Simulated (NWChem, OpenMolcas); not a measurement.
**The same job for NWChem**

OpenMolcas 26.06 runs this on InPH6 (SMILES [PH3+][InH3-]):

job.inp:
```
&GATEWAY
BASLIB = $CurrDir
COORD
8
bohr
P     -1.12117451     0.11829686    -1.93999284
In     1.55335487    -0.18878364     2.57531876
H     -3.77472793    -0.14588686    -1.93092215
H     -0.60263366    -1.61703864    -3.89680424
H     -0.99550772     2.34420526    -3.40301881
H      0.04403062     2.34477218     3.99091260
H      4.49017824     0.26588447     1.20734602
H      0.58090181    -3.22916400     3.29152496
BASIS = def2-SVP
GROUP = NoSym
&SEWARD
GRIDINPUT
Grid=UltraFine
End of Grid
&SCF
KSDFT = B3LYP
THRESHOLDS = 1e-10 1e-07 1e-07 1e-05
PRORBITALS = 1 2
&ALASKA
```

```bash
$ export MOLCAS_MEM=1860
$ pymolcas job.inp > job.log
```

(Basis files named in the input come from the Basis Set Exchange and aren't shown.)

The shape is that of a PBE0-D4/def2-TZVP optimisation.

It gives a total energy of -535.021549 Eh.

Write the same calculation for NWChem 7.3.0 as an input file of the program's own.

For example:

struct.xyz:
```
8

P     -0.593300     0.062600    -1.026600
In     0.822000    -0.099900     1.362800
H     -1.997500    -0.077200    -1.021800
H     -0.318900    -0.855700    -2.062100
H     -0.526800     1.240500    -1.800800
H      0.023300     1.240800     2.111900
H      2.376100     0.140700     0.638900
H      0.307400    -1.708800     1.741800
```

struct.nw:
```
start struct
memory 1800 mb
geometry units angstroms noautosym nocenter noautoz
load struct.xyz
end
basis "ao basis" spherical bse
* library def2-SVP
end
ecp bse
In library def2-SVP
end
dft
xc b3lyp
grid xfine
convergence energy 1e-08
iterations 100
mulliken
print low
end
task dft gradient
```

```bash
$ nwchem struct.nw > struct.out
```

Its energy is -535.021549 Eh, the same as the first but for the last digit, at most.
